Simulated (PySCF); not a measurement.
Computed IR spectrum (relative IR intensity) of a molecule CH₁₀ClNSi₃. Geometry optimised at B3LYP-D3(BJ)/def2-SVP. The values are those of a single conformer. Level of theory: B3LYP-D3(BJ)/def2-SVP run with PySCF 2.14.0. Frequencies are harmonic and unscaled.

Lines under 2 % of the strongest are left out, and lines within 2 cm⁻¹ are merged.

ν (cm⁻¹): 199 (vw), 238 (w), 303 (w), 344 (w), 391 (vw), 463 (m), 511 (m), 515 (vw), 520 (s), 674 (vw), 696 (m), 709 (s), 804 (w), 864 (m), 878 (s), 892 (vs), 945 (m), 949 (m), 1271 (w), 1429 (vw), 1550 (m), 2195 (m), 2203 (w), 2206 (m), 2212 (s), 2218 (s), 3547 (w), 3638 (w) (against the strongest line: vs over 80 %, s over 45 %, m over 15 %, w over 4 %, vw less)

Question: Pick the molecule that these values belong to.
(A) C[Si@@H](Cl)N([SiH3])[SiH3]
(B) C[Si@](N)(Cl)[SiH2][SiH3]
(C) C[SiH2]N[SiH2][SiH2]Cl
(D) [SiH3][SiH2]NC[SiH2]Cl

Answer: B, C[Si@](N)(Cl)[SiH2][SiH3]
